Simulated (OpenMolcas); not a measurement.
# Au⁶⁺: effect of the active space

| Item | Value |
| --- | --- |
| Program | OpenMolcas |
| Method | SS-CASPT2 or its RAS form, IPEA 0.25 Eh, imaginary shift 0.1 Eh |
| Basis | ANO-RCC-VQZP |
| Scalar Hamiltonian | DKH2, point nucleus |
| Spin-orbit coupling | state interaction with AMFI integrals over the reference wave functions, term energies averaged over their components |

A. 5 electrons in 5 orbitals (5d); 2S+1 = 6 even, 1 root; 2S+1 = 4 even, 24 roots; 2S+1 = 2 even, 75 roots; closed shells correlated: 5s 5p; CASPT2 step of the order of 50 core-seconds
B. 11 electrons in 8 orbitals (RAS1 5p, at most 2 holes; RAS2 5d); 2S+1 = 6 even, 1 root; 2S+1 = 4 even, 24 roots; 2S+1 = 2 even, 75 roots; closed shells correlated: 5s; CASPT2 step roughly 2.2 core-minutes
C. 5 electrons in 10 orbitals (5d 6d); 2S+1 = 6 even, 1 root; 2S+1 = 4 even, 24 roots; 2S+1 = 2 even, 70 roots; closed shells correlated: 5s 5p; CASPT2 step about 27 core-minutes

Energies in eV above 5d5 6S 5/2.

| Level | A | B | C |
| --- | --- | --- | --- |
| 5d5 6S 5/2 | 0.0000 | 0.0000 | 0.0000 |
| 5d5 4G 7/2 [56 %] | 3.420 | 3.428 | 3.401 |
| 5d5 4G 11/2 [70 %] | 3.672 | 3.665 | 3.661 |
| 5d5 4G 9/2 | 3.874 | 3.878 | 3.857 |
| 5d5 4P 1/2 [59 %] | 4.138 | 4.167 | 4.110 |
| 5d5 4D 7/2 [53 %] | 4.722 | 4.755 | 4.711 |
| 5d5 4D 1/2 [67 %] | 5.525 | 5.572 | 5.498 |
| 5d5 2I 11/2 [68 %] | 5.533 | 5.527 | 5.509 |
| 5d5 4F 3/2 [52 %] | 5.975 | 5.981 | 5.999 |
| 5d5 2I 13/2 | 6.142 | 6.132 | 6.129 |
| 5d5 2H 9/2 [51 %] | 7.086 | 7.095 | 7.072 |
| 5d5 2G 7/2(1) [59 %] | 7.259 | 7.283 | 7.217 |
| 5d5 2F 7/2(1) [56 %] | 7.995 | 8.024 | 7.966 |
| 5d5 2S 1/2 [75 %] | 8.206 | 8.264 | 8.158 |
| 5d5 2H 11/2 [68 %] | 8.763 | 8.779 | 8.751 |
| 5d5 2D 3/2(2) [72 %] | 9.305 | 9.337 | 9.525 |
| 5d5 2G 9/2(2) | 10.323 | 10.349 | 10.310 |
| 5d5 2G 7/2(2) [75 %] | 10.791 | 10.816 | 10.757 |

The spin-orbit steps hold different terms of 5d5 (C lacks a 2D), which shifts levels as well.

Among A to C the level of the table that moves most is 5d5 2D 3/2(2) [72 %], by 1800 cm-1 (lowest in A, highest in C). Moves below CASPT2's spread within the term are not significant.

CASPT2 breaks the degeneracy within a term, and the mean is taken; among the terms shown or strongly mixed into the levels shown the widest spread is 200 cm-1 (5d5 4F, B). Active for correlation alone: 5p; no level in the range computed is led by a configuration that opens it, so any true level of that kind is missing (holds for B). The CASPT2 spread within a term exceeds the gap to the next term for 5d5 2D(1) and 5d5 4F, so the order of their levels is uncertain, and so are names and mixing where such terms share a J (holds for B). Active for correlation alone: 6d; no level in the range computed is led by a configuration that fills it, so any true level of that kind is missing (holds for C). Levels of configurations outside the active space are missing. The table leaves out levels that lie high or whose names do not pair safely across all columns.

A share in square brackets marks a mixed level and gives the weight of the term that names it, the lowest over the columns. A number in round brackets counts repeated terms of one configuration in the order of the reference energies.
